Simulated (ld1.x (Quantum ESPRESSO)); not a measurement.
**krypton, TM: configuration errors across variants**

| Property | Result |
| --- | --- |
| Element | Kr (Z = 36) |
| Generator | ld1.x (Quantum ESPRESSO) 7.5 |
| Type | norm-conserving Troullier–Martins (Kleinman–Bylander form) |
| Functional | PBEsol |
| Relativity | scalar-relativistic |
| Frozen core | [Ar] |
| Valence charge | 18 |
| Reference configuration | 3d10 4s2 4p4 (charge +2) |
| Partial waves | 4s (bound): rc 1.30 bohr; 4p (bound): rc 1.50 bohr; 3d (bound): rc 0.80 bohr; 4f channel at 0.2 Ry: rc 1.60 bohr |
| Local potential | all-electron potential smoothed inside 0.75 bohr (lloc = -2) |
| Core correction | none |

All-electron excitation energies from the reference (eV): (1) 3d10 4s2 4p6 -39.460; (2) 3d10 4s2 4p5 -25.177; (3) 3d10 4s2 4p3 37.089; (4) 3d10 4s2 4p5.5 -33.608; (5) 3d10 4s1 4p6 -10.667; (6) 3d9 4s2 4p6 54.406; (7) 3d10 4s2 4p2 86.932.

A true bound ghost makes a file unfit for plane-wave use even where its test errors are small: the radial tests pick states by their node count and pass the ghost by.

Errors AE − PS in meV (a dash: test not solved or not reliable):

```csv
change,(1),(2),(3),(4),(5),(6),(7),bound ghosts
base,+36,+14,+5.0,+25,+4.6,-985,+33,s
wave 4s (bound): rc 1.30 bohr becomes 4s (bound): rc 0.88 bohr,+28,+11,-0.8,+19,+9.4,-1410,+2.4,s
wave 4s (bound): rc 1.30 bohr becomes 4s (bound): rc 1.16 bohr,+35,+13,+4.4,+24,+3.0,-1023,+29,s
wave 4s (bound): rc 1.30 bohr becomes 4s (bound): rc 1.38 bohr,+36,+14,+5.1,+25,+4.7,-984,+33,s
wave 4s (bound): rc 1.30 bohr becomes 4s (bound): rc 1.52 bohr,+36,+14,+5.0,+25,+3.5,-995,+33,s
wave 4s (bound): rc 1.30 bohr becomes 4s (bound): rc 1.78 bohr,+37,+14,+5.6,+25,-1.7,-1037,+36,s
wave 4s (bound): rc 1.30 bohr becomes 4s (bound): rc 1.94 bohr,+39,+15,+7.1,+27,-8.0,-1084,+44,s
```

Question: Give the same row for: wave 4s (bound): rc 1.30 bohr becomes 4s (bound): rc 1.10 bohr.

Answer: +34, +13, +3.6, +23, +1.5, -1067, +25; bound ghosts: s.
